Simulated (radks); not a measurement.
The cobalt anion Co- inside a hard spherical wall (all orbitals vanish at R), configuration held at [Ar] 3d8 4s2 and not refilled when levels cross. All-electron calculation, scalar-relativistic Kohn-Sham, LDA (Slater exchange, VWN5 correlation), spin-polarised, spherical densities, finite nucleus; open shells are filled with parallel spins first; Fermi nuclear charge, rms radius 3.7875 fm. Program: a radial shooting solver on a logarithmic mesh with Libxc functionals. Eigenvalues in eV for spin up, with the zero of energy where the potential of the charges vanishes at infinity; a dash marks a level that is unbound or too diffuse for the functional's potential to be trusted. A positive occupied level is held by the wall or, in an anion where self-interaction has pushed it up, behind a barrier. The pressure on the wall is -dE/dV.

R (bohr)  E (hartree)  kinetic (hartree)    e(3s)    e(3p)   e(3d)   e(4s)  e(5s, empty)  e(4p, empty)  pressure (GPa)
20        -1390.92432           1408.201  -92.429  -56.150   0.420   0.493             -             -        0.000664
15        -1390.92365           1408.201  -92.176  -55.899   0.655   0.635             -             -         0.00250
12        -1390.92208           1408.208  -91.964  -55.687   0.862   0.789         4.166         3.360          0.0167
4         -1390.36875           1410.023  -82.059  -45.859  10.237  11.283        49.010        18.490            87.7
3.5       -1389.94417           1411.308  -77.884  -41.767  14.206  17.042        69.807        25.732             224
3         -1389.06973           1413.896  -71.308  -35.348  20.655  27.716        105.39        38.652             657
2         -1381.45813           1436.429  -39.494   -3.578  55.628  103.60        312.33        122.67           11000
